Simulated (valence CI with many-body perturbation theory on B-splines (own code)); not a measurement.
## Ta42+: one-electron terms

Calculated by configuration interaction combined with many-body perturbation theory (CI+MBPT): three valence electrons over a frozen Dirac-Fock core [Ar] 3d10, a basis of 11 s, 11 p, 9 d, 7 f, 5 g, 2 h, 1 i functions for each j, with the one-electron correlation potential Σ1, the two-electron term Σ2, the three-electron term Σ3, Breit, model QED; selected CI, second order for the rest (own B-spline code, finite nucleus).

No measured spectrum was set against this ion. As an estimate, large intervals hold to a few tenths of a per cent, small ones and those within an open d or f shell to about a per cent.

These are the spectroscopic orbitals of the CI (the correlating ones are not listed), shaped by the core and the other valence electrons. h is the expectation value of the core's Dirac-Fock operator, without the valence repulsion; Σ1 is computed up to l = 3 at one energy for each symmetry, that of its lowest orbital but kept below the first core excitation, so for empty shells it is not the orbital's own correlation shift; Breit and QED include the response of the core.

```tsv
Orbital	h (hartree)	Σ1 (cm⁻¹)	Breit (cm⁻¹)	QED (cm⁻¹)	⟨r⟩ (bohr)
4s1/2	-85.167	-14588	13564	10265	0.4040
5s1/2	-50.986	-5355	6105	4724	0.6754
6s1/2	-33.963	-2612	3198	2525	1.018
7s1/2	-24.247	-1493	1906	1513	1.430
4p1/2	-81.656	-15510	21274	373	0.4006
5p1/2	-49.277	-5739	9644	179	0.6796
6p1/2	-33.015	-2852	5165	99	1.028
7p1/2	-23.668	-1646	3109	60.8	1.446
4p3/2	-78.162	-13432	12571	1277	0.4199
5p3/2	-47.639	-5218	5754	597	0.7040
6p3/2	-32.114	-2647	3377	328	1.058
7p3/2	-23.12	-1545	2043	200	1.480
4d3/2	-72.715	-15348	9558	-502	0.4069
5d3/2	-45.043	-5866	4469	-222	0.7016
6d3/2	-30.677	-2980	2455	-119	1.065
4d5/2	-71.964	-14539	5989	-84.4	0.4121
5d5/2	-44.679	-5562	2692	-25.9	0.7081
6d5/2	-30.473	-2827	1479	-10.5	1.073
4f5/2	-66.161	-14685	3748	-314	0.3763
5f5/2	-42.102	-4814	1636	-151	0.6841
4f7/2	-65.969	-14090	1500	-164	0.3783
5f7/2	-41.992	-4624	673	-73.7	0.6866
5g7/2	-40.686		160	-34.2	0.6252
5g9/2	-40.642		-14.8	-0.4	0.6263
```

Among the shells of the start configuration 4s2 4p1, Σ1 is largest in size for 4p1/2, where it is 0.087 % of h.

Lowest root of each symmetry, sizes in configuration state functions:

```tsv
J	Parity	Roots	Reference	Variational	Second order	Change by selected CI (cm⁻¹)	Change by second order (cm⁻¹)
1/2	even	7	45	6671	5106	-2300	0
3/2	even	11	74	11899	12204	-1207	-1
5/2	even	12	79	15281	18483	-1979	-1
7/2	even	7	60	14440	20948	-2710	-3
9/2	even	3	41	10419	17611	-4817	-4
1/2	odd	7	47	6262	6903	-2391	0
3/2	odd	12	77	11213	9678	-2298	0
5/2	odd	10	78	12912	21296	-2181	-2
7/2	odd	6	65	10846	24444	-2552	-2
9/2	odd	2	43	8399	19570	-1396	-4
```
